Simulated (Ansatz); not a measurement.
Program: Ansatz. Geometries: PBE0-D4/def2-TZVP. ΔE: electronic, gas phase. CCSD(T)/CBS adds triple-zeta CCSD(T) − MP2 to the extrapolated MP2 energy (def2 sets, frozen cores). This one scheme is used for every species. Each species was taken in one conformer, which may not be the lowest.

Consider the substitution at a C–N bond: `CNB(F)F` + `[OH][Al]([F])[Cl]` → `C[O][Al]([F])[Cl]` + `NB(F)F`.

| species | CCSD(T)/CBS(def2) energy (Eh) |
| --- | --- |
| `CNB(F)F` | -319.70892 |
| `[OH][Al]([F])[Cl]` | -877.57483 |
| `C[O][Al]([F])[Cl]` | -916.81237 |
| `NB(F)F` | -280.46129 |

Question: Work out ΔE.

Answer: ΔE = (-916.81237) + (-280.46129) − (-319.70892) − (-877.57483) = 0.01009 Eh = +0.27 eV.

Largest T1 diagnostic among the species: 0.011.

At CCSD(T), def2-SVP lies −0.06 eV from the extrapolated value and def2-TZVPP −0.01 eV. In def2-TZVPP, CCSD(T) changes the Hartree–Fock value by +0.10 eV (the triples alone add +0.01 eV) and MP2 by +0.12 eV. Leaving LDA and LC-ωPBE aside and taking each functional with its dispersion term where it has one, the values, not all of them listed here, spread over 0.06 eV, from BHLYP-D4 to PBE-QIDH. LDA lies +0.04 eV from PBE without D4.
